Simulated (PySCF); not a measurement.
**From computed data to an observable: oscillator strength and radiative lifetime**

Si(Cl)(H)2(NCO) (CH2ClNOSi), SMILES O=C=N[SiH2]Cl.

The structure is a stationary point at PBE0-D3(BJ)/def2-SVP. The values are those of a single conformer.

TDA-CAM-B3LYP/def2-SVPD run with PySCF puts the first singlet state with f over 0.02 at 8.21 eV (vertical), with the transition dipole (-0.437, -0.311, 0.000) in atomic units.

Problem. Find the oscillator strength, the wavelength and the radiative lifetime that this transition would have in vacuum if emission retraced absorption.

Solution. 
|μ|² = 0.2877 au, so |μ| = 1.36 D. ΔE = 8.21/27.211 = 0.3017 hartree. f = (2/3) ΔE |μ|² = 0.058 (the program prints 0.058).
λ = 1239.84/8.21 = 151 nm; ν = 66218 cm⁻¹.
Einstein's coefficient A = 0.6670 ν² f s⁻¹ (ν in cm⁻¹) = 1.7e8 s⁻¹, so τ = 1/A = 5.9 ns. This state is S7; the lower singlets have f = 0.000, 0.019, 0.000, 0.002, 0.016, 0.004. The figure is the radiative limit of this one transition; relaxation, internal conversion, crossing to triplets and a medium change what is measured.
